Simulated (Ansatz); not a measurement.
CdCl₃⁻, relaxed as a singlet with RKS PBE0-D4/def2-SVPD in Ansatz, starting from the GFN1-xTB geometry. Force threshold 0.02 eV/Å.

In the def2 sets Cd takes a core potential; there is no spin–orbit coupling. The structure comes from a short search, and lower isomers may exist.

Start:

```xyz
4

Cd   -0.0005    0.0021    0.0043
Cl    1.0543    1.6179   -1.2761
Cl   -2.2876   -0.3026   -0.1782
Cl    1.2338   -1.3175    1.4501
```

```
step  energy (eV)  largest force component (eV/Å)  SCF passes
   1  -42115.3426                           1.293          13
   2  -42115.5364                           0.035          18
   3  -42115.5366                           0.002          19
```

Force components are those of the run's own axes.

End:

Cartesian coordinates in Å:
```
Cd 0.0000 0.0002 0.0007
Cl 1.1034 1.6932 -1.3337
Cl -2.3935 -0.3163 -0.1848
Cl 1.2901 -1.3771 1.5177
```

By distances, no bond broke or formed. The bond that changes most is Cd1–Cl4, from 2.31 to 2.42 Å (atoms count from 1).

No frequencies were taken in this run, so the end may be a saddle point.

It took 4.5 s on 4 threads of Arm Neoverse V1 on a shared host.
